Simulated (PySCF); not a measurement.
C2H7NSi2, SMILES C[Si@@H]1N=C[SiH2]1. Coordinates come from a PBE-D3(BJ)/def2-SVP optimisation. The structure was generated by enumeration; whether it is a known compound was not checked.

These are PBE-D3(BJ)/def2-SVP (PySCF 2.14.0) values and carry that method's errors.

Harmonic wavenumbers (cm⁻¹): 89, 141, 147, 236, 385, 426, 448, 557, 581, 619, 664, 683, 724, 732, 797, 861, 880, 898, 1209, 1249, 1374, 1380, 1545, 2114, 2132, 2146, 2929, 2976, 3077, 3087. Rotational constants (GHz): 5.067, 2.427, 1.916; symmetry number 1.

**Question.** Work out the zero-point energy and the ideal-gas rigid-rotor harmonic-oscillator thermochemistry at 298.15 K and 1 atm.

**Answer.** ZPE = ½ Σ hcν = ½ × 35086 cm⁻¹ = 209.86 kJ/mol. H − E(el) = 232.13 kJ/mol. Entropy in J/(mol K): translation 166.34, rotation 113.03, vibration 71.74, total 351.11. G − E(el) = 127.45 kJ/mol. Cp = 122.27 J/(mol K). Modes under 150 cm⁻¹ make the vibrational entropy uncertain.
